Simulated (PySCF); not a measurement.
B3LYP has the VWN-RPA correlation part, as in Gaussian. Excitations are Tamm–Dancoff values on a coarser integration grid. The basis has no diffuse functions, so Rydberg states are missing or too high.

Cartesian coordinates (Å):
SMILES: O([Si]([SiH3])([SiH3])[SiH3])C
```xyz
18

C      2.4077    -0.1821    -0.8652
O      1.2207     0.5716    -0.9552
Si    -0.1838     0.2202    -0.0946
Si    -1.0048    -1.9305    -0.6272
Si     0.1930     0.2958     2.2369
Si    -1.7512     1.8557    -0.7096
H      3.1616     0.2679    -1.5297
H      2.2570    -1.2331    -1.1779
H      2.8170    -0.1912     0.1631
H     -1.2794    -2.0561    -2.0898
H     -2.2774    -2.1541     0.1228
H     -0.0351    -2.9977    -0.2345
H      1.1757    -0.7455     2.6648
H     -1.1007     0.0362     2.9377
H      0.7081     1.6333     2.6569
H     -1.2617     3.2190    -0.3510
H     -2.0242     1.8010    -2.1757
H     -3.0225     1.5898     0.0282
```
Charge 0, multiplicity 1.

### Question
What is the computed HOMO–LUMO gap, HOMO, S1 excitation (TDA), S1 oscillator strength and total energy (PySCF with B3LYP-D3(BJ)/def2-TZVP // B3LYP-D3(BJ)/def2-SVP)?

### Answer

```yaml
HOMO–LUMO gap: 6.10 eV
HOMO: -7.13 eV
S1 excitation (TDA): 5.09 eV
S1 oscillator strength: 0.008
total_energy: -1278.7434 Ha
```
